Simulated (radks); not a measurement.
Results of a calculation; reference values are marked as such.
The nuclear charge of neutral terbium is varied continuously with 65 electrons held in [Xe] 4f9 6s2. Code: a radial shooting solver on a logarithmic mesh with Libxc functionals. Model: scalar-relativistic Kohn-Sham, PBEsol, spin-unpolarised, spherical densities, finite nucleus; Fermi nuclear charge, rms radius 5.06 fm. By the Hellmann-Feynman theorem dE/dZ = E(electron-nucleus)/Z, the electronic potential at the nucleus (averaged over a nucleus of fixed radius). The scalar-relativistic energy here is not variational (the density holds large components alone), so the two differ by a part that grows with Z.

| Z | E (hartree) | E(electron-nucleus)/Z (hartree) | HOMO | e(HOMO) (eV) | <r> HOMO (bohr) |
|---|---|---|---|---|---|
| 64.8 | -11615.7587 | -438.079 | 4f | -0.726 | 0.9413 |
| 65 | -11704.0915 | -440.084 | 4f | -3.076 | 0.9101 |
| 65.2 | -11792.8307 | -442.085 | 6s | -4.922 | 3.969 |
| 65.4 | -11881.9757 | -444.083 | 6s | -6.204 | 3.815 |
| 65.6 | -11971.5263 | -446.081 | 6s | -7.562 | 3.679 |
| 65.8 | -12061.4823 | -448.077 | 6s | -8.989 | 3.558 |
| 66 | -12151.8436 | -450.074 | 6s | -10.481 | 3.449 |

The central difference of E at Z = 65 is -442.680 hartree, to compare with the third column; the second derivative is -10.2 hartree.
